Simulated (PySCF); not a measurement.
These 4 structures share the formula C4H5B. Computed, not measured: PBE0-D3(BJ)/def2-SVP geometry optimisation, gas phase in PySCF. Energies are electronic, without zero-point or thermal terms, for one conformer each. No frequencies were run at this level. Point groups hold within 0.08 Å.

Question: Rank from lowest to highest electronic energy at this level (kcal/mol).
A. `B/C=C\C#C`
B. `BC(=C)C#C`
C. `BC#CC=C`
D. `[CH:1]#[C:2][BH:3][CH:4]=[CH2:5]` with C2–B3–C4–C5 -1°

Answer: D (0.0), C (3.2), A (14.0), B (14.7).

Neighbours under 2.5 kcal/mol apart (B/C=C\C#C and BC(=C)C#C) can change places with a better method, another conformer or zero-point energy.

```
   SMILES      E (Eh)  E rel (kcal/mol)  dipole (D)  point group      A, B, C (MHz)
  C#CBC=C  -179.82962               0.0        1.34           Cs  12794, 3196, 2557
  BC#CC=C  -179.82445               3.2        2.36           Cs  36125, 2235, 2105
B/C=C\C#C  -179.80733              14.0        1.40           Cs  12771, 3394, 2682
BC(=C)C#C  -179.80618              14.7        1.17           Cs  10233, 3976, 2864
```
